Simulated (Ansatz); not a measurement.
```yaml
crystal:
  periodic: [false, false, false]
  atoms:
    - {symbol: C, position_ang: [2.319402, -0.575630, -2.608625]}
    - {symbol: N, position_ang: [2.684840, -0.114373, -1.353829]}
    - {symbol: C, position_ang: [1.803621, 0.076818, -0.526283]}
    - {symbol: C, position_ang: [0.438834, -0.112051, -0.672769]}
    - {symbol: C, position_ang: [-0.409327, 0.125955, 0.279393]}
    - {symbol: N, position_ang: [-1.684087, -0.211465, 0.240495]}
    - {symbol: C, position_ang: [-2.658306, 0.695432, 0.649256]}
    - {symbol: O, position_ang: [-0.033463, 0.720859, 1.369729]}
    - {symbol: C, position_ang: [-0.175762, -0.004332, 2.516856]}
    - {symbol: H, position_ang: [1.662874, 0.085329, -3.102445]}
    - {symbol: H, position_ang: [1.846070, -1.516983, -2.565549]}
    - {symbol: H, position_ang: [3.175297, -0.677822, -3.203430]}
    - {symbol: H, position_ang: [2.114242, 0.431697, 0.408663]}
    - {symbol: H, position_ang: [0.063813, -0.465832, -1.575906]}
    - {symbol: H, position_ang: [-1.911548, -0.694563, -0.566372]}
    - {symbol: H, position_ang: [-2.411747, 1.087754, 1.586059]}
    - {symbol: H, position_ang: [-2.769427, 1.501681, -0.019327]}
    - {symbol: H, position_ang: [-3.575149, 0.197701, 0.735693]}
    - {symbol: H, position_ang: [0.118038, 0.624289, 3.298367]}
    - {symbol: H, position_ang: [-1.166397, -0.315510, 2.665090]}
    - {symbol: H, position_ang: [0.448468, -0.848684, 2.490342]}
basis:
  gaussian: {orbitals: "6-31++G**", final_grid: {core_spheres: 1, valence_spheres: 1, degree: 1}}
hamiltonian: {xc: {name: r2SCAN}}
output: {forces: true}
```

```sh
$ ansatz run in.yaml --threads 5 --pin off --events-out ev --progress --plain --max-ram 66560MiB --backend cpu
```

Output, abridged:

```
Functional definition: r2SCAN
2454 factors; their error is unknown
mean field evaluation 1: about -11412.4223 eV, gradient 1.0e2 eV
mean field evaluation 2: about -11343.4188 eV, gradient 1.6e2 eV
mean field evaluation 4: about -11434.5129 eV, gradient 2.3e1 eV
mean field evaluation 8: about -11435.9637 eV, gradient 6.0e-1 eV
mean field evaluation 32: about -11456.8676 eV, gradient 6.1e-1 eV
a density is far from that of the atoms, so the factors are made again for it
2778 factors; integrals over basis functions are off by at most 1.5e-3 eV
mean field -11456.86814735 eV, -421.0321386708 hartree, gradient 2.6e-5 eV, S^2 0.000000; 0 other end points of the search recorded, 0 dependent functions left out
reference -11456.86814743 eV, -421.0321386740 hartree; 35, 35 occupied and 208, 208 virtual orbitals, 2778 factors
Total energy: -11456.86814743 eV, -421.0321386740 hartree
Atom 0 at     2.319402    -0.575630    -2.608625 Å, force    -9.109657    11.367745    20.798391 eV/Å
Atom 1 at     2.684840    -0.114373    -1.353829 Å, force    -5.798314     2.009400    -3.795449 eV/Å
Atom 2 at     1.803621     0.076818    -0.526283 Å, force  -113.216352   -44.609263   -14.055908 eV/Å
Atom 3 at     0.438834    -0.112051    -0.672769 Å, force   147.609997    59.105369    18.510121 eV/Å
Atom 4 at    -0.409327     0.125955     0.279393 Å, force   -84.576245   -28.928844   -12.642409 eV/Å
Atom 5 at    -1.684087    -0.211465     0.240495 Å, force    29.136486    27.968714     0.705786 eV/Å
Atom 6 at    -2.658306     0.695432     0.649256 Å, force     7.756238   -17.250331    -0.189798 eV/Å
Atom 7 at    -0.033463     0.720859     1.369729 Å, force    -6.403402   -18.336378   -26.248064 eV/Å
Atom 8 at    -0.175762    -0.004332     2.516856 Å, force     7.346345    11.116627    -1.400573 eV/Å
Atom 9 at     1.662874     0.085329    -3.102445 Å, force     4.308130    -5.390870     2.512236 eV/Å
Atom 10 at     1.846070    -1.516983    -2.565549 Å, force     7.344205     3.126625     6.294541 eV/Å
Atom 11 at     3.175297    -0.677822    -3.203430 Å, force    -5.429530     0.152639     3.382477 eV/Å
Atom 12 at     2.114242     0.431697     0.408663 Å, force     3.423634   -13.423259   -17.623195 eV/Å
Atom 13 at     0.063813    -0.465832    -1.575906 Å, force    -3.345296    11.459291    18.880894 eV/Å
Atom 14 at    -1.911548    -0.694563    -0.566372 Å, force     8.508158     5.508652     7.366132 eV/Å
Atom 15 at    -2.411747     1.087754     1.586059 Å, force     3.722968    -7.933825    -9.789615 eV/Å
Atom 16 at    -2.769427     1.501681    -0.019327 Å, force     2.547735    -5.277281     8.552077 eV/Å
Atom 17 at    -3.575149     0.197701     0.735693 Å, force     4.086777     0.987707     1.244144 eV/Å
Atom 18 at     0.118038     0.624289     3.298367 Å, force     3.230388    -2.576730    -3.963129 eV/Å
Atom 19 at    -1.166397    -0.315510     2.665090 Å, force     3.256191     7.667318     2.602806 eV/Å
Atom 20 at     0.448468    -0.848684     2.490342 Å, force    -4.398459     3.256694    -1.141465 eV/Å
Dipole moment:    -2.206415    -0.072054     0.692991 e Å
```

(1) What is wrong with this run?

Results:

(1) The integration grid is far too coarse. The calculation finished and met its thresholds. The result belongs to that input, not to the molecule as meant.
